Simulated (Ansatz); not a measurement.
Two members of one family ((BN)n off), computed with Ansatz in the gas phase. The two geometries come from different levels. The structures are stationary points that may keep the symmetry of their start.

First: B5N4⁺ (singlet, charge 1, r2SCAN-D4/def2-SVP geometry).

```xyz
9

B     1.050   -0.891    1.126
B    -0.786   -1.525    0.043
B     0.236    1.841   -0.572
B     1.375    1.284    0.483
B    -1.361    0.289   -1.108
N     1.760    0.274    1.172
N    -1.643   -0.956   -0.811
N     0.193   -1.854    0.891
N    -0.825    1.539   -1.224
```

| level | HOMO (eV) | LUMO (eV) | gap (eV) |
| --- | --- | --- | --- |
| PBE-D4/def2-SVP | -12.31 | -9.08 | 3.23 |
| PBE-D4/def2-TZVP | -12.26 | -9.05 | 3.21 |
| r2SCAN-D4/def2-TZVP | -12.45 | -8.89 | 3.56 |
| PBE0-D4/def2-SVP | -13.51 | -8.24 | 5.27 |
| PBE0-D4/def2-TZVP | -13.43 | -8.19 | 5.24 |

Second: B7N6⁺ (singlet, charge 1, PBE-D4/def2-SVP geometry).

Cartesian coordinates in Å:
```
B -2.382 -0.390 1.411
B 1.702 0.535 -1.856
B 1.338 -0.693 2.249
B -0.641 0.743 -2.451
B 2.621 -0.123 0.291
B -2.503 0.327 -0.980
B -1.152 -0.716 2.444
N -2.869 -0.045 0.279
N 2.431 -0.504 1.569
N -1.939 0.656 -2.106
N 0.660 0.784 -2.644
N 2.652 0.256 -0.968
N 0.082 -0.829 2.760
```

Estimate how these quantities change from the first to the second (second minus first).


```
              level  Δ HOMO (eV)  Δ LUMO (eV)  Δ gap (eV)
    PBE-D4/def2-SVP         1.37         0.70       -0.67
   PBE-D4/def2-TZVP         1.35         0.67       -0.68
r2SCAN-D4/def2-TZVP         1.36         0.62       -0.75
   PBE0-D4/def2-SVP         1.42         0.60       -0.82
  PBE0-D4/def2-TZVP         1.39         0.56       -0.83
```
